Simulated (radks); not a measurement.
Values are calculated unless marked as measured or tabulated.
Task: These are the eigenvalues of the occupied orbitals of an atom or ion with whole-number occupations (hartree). Code: a radial shooting solver on a logarithmic mesh with Libxc functionals. Model: scalar-relativistic Kohn-Sham, BLYP, spin-polarised, spherical densities, point nucleus.

1s down: -2634.885
1s up: -2634.885
2s up: -457.5643
2s down: -457.5560
2p up: -399.3913
2p down: -399.3846
3s up: -106.5950
3s down: -106.5924
3p up: -89.44668
3p down: -89.44361
3d up: -70.01835
3d down: -70.01264
4s up: -22.92852
4s down: -22.92046
4p up: -17.30447
4p down: -17.29694
4d up: -10.25363
4d down: -10.24482
5s up: -4.02804
5s down: -3.95957
5p up: -2.62052
5p down: -2.53387
4f up: -2.42976
4f down: -2.41346
5d up: -1.03410
5f up: -0.23550

Which element is it, and in what charge state? The configuration may be excited. Open shells, if any, are filled with parallel spins first.

Result: Z = 75, rhenium, charge +2: Re2+ in [Xe] 4f14 5d4 5f1. The list shows which subshells hold electrons but not how many an open one holds; the 1s level, -2634.9 hartree, gives Z - s = 72.6 by -(Z - s)^2/2, which with screening and relativity narrows Z to a few neighbours, and the depths of the outer levels then fix element, charge and occupations together.
